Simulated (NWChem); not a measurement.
System: ZnHSF; SMILES [F][Zn][SH]

Here is an NWChem input.

```
start job
memory heap 200 mb stack 900 mb global 1100 mb
geometry units angstroms noautoz
  Zn    -0.229438     0.259491     0.000000
  F     -0.247357     1.976411     0.000000
  S     -0.286670    -1.881449     0.000000
  H      1.055233    -2.051729     0.000000
end
basis spherical
  * library def2-tzvp
end
dft
  xc mn15
  iterations 150
  mulliken
end
task dft energy
```

Coordinates come from a B3LYP/6-31G* (spherical d) optimisation.

Task: Give the results of this calculation. (MN15/def2-TZVP.) Quantities: energy (Ha); highest occupied level (eV); orbital gap (eV); dipole (D).

Result: 
```
Quantity                       Result
---------------------------  --------
energy (Ha)                  -2278.26
highest occupied level (eV)     -8.52
orbital gap (eV)                 7.83
dipole (D)                       1.59
```
